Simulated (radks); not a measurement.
Results of a calculation; reference values are marked as such.
The rubidium ion Rb2+ inside a hard spherical wall (all orbitals vanish at R), configuration held at [Ar] 3d10 4s2 4p5 and not refilled when levels cross. Level of theory: scalar-relativistic Kohn-Sham, r2SCAN, spin-unpolarised, spherical densities, finite nucleus; meta-GGA in the generalised Kohn-Sham scheme; Fermi nuclear charge, rms radius 4.2036 fm (a radial shooting solver on a logarithmic mesh with Libxc functionals). Eigenvalues in eV, with the zero of energy where the potential of the charges vanishes at infinity; a dash marks a level that is unbound or too diffuse for the functional's potential to be trusted. A positive occupied level is held by the wall or, in an anion where self-interaction has pushed it up, behind a barrier. The pressure on the wall is -dE/dV.

R (bohr)  E (hartree)  kinetic (hartree)    e(3p)    e(3d)    e(4s)    e(4p)  e(4d, empty)  e(5s, empty)  pressure (GPa)
free      -2980.49909           3052.646  -249.66  -125.67  -51.449  -34.236       -11.745             -               0
12        -2980.49909           3052.646  -249.66  -125.67  -51.449  -34.236       -11.745             -        < 0.0001
10        -2980.49909           3052.646  -249.66  -125.67  -51.449  -34.236       -11.744       -11.521        < 0.0001
8         -2980.49909           3052.646  -249.66  -125.67  -51.449  -34.236       -11.731       -11.420        < 0.0001
7         -2980.49908           3052.646  -249.66  -125.67  -51.448  -34.236       -11.692       -11.172         0.00156
6         -2980.49890           3052.649  -249.65  -125.66  -51.441  -34.228       -11.553       -10.428          0.0339
5         -2980.49622           3052.682  -249.55  -125.56  -51.369  -34.150       -11.045        -8.191           0.721
3.5       -2980.35749           3053.755  -247.07  -123.09  -49.588  -32.043        -6.135         8.233            68.4
2.5       -2978.78394           3061.653  -234.63  -110.80  -38.772  -18.743        14.470        67.620            1610
1.5       -2956.29057           3137.025  -175.88  -51.411   64.076   97.149        149.43        427.08           75300
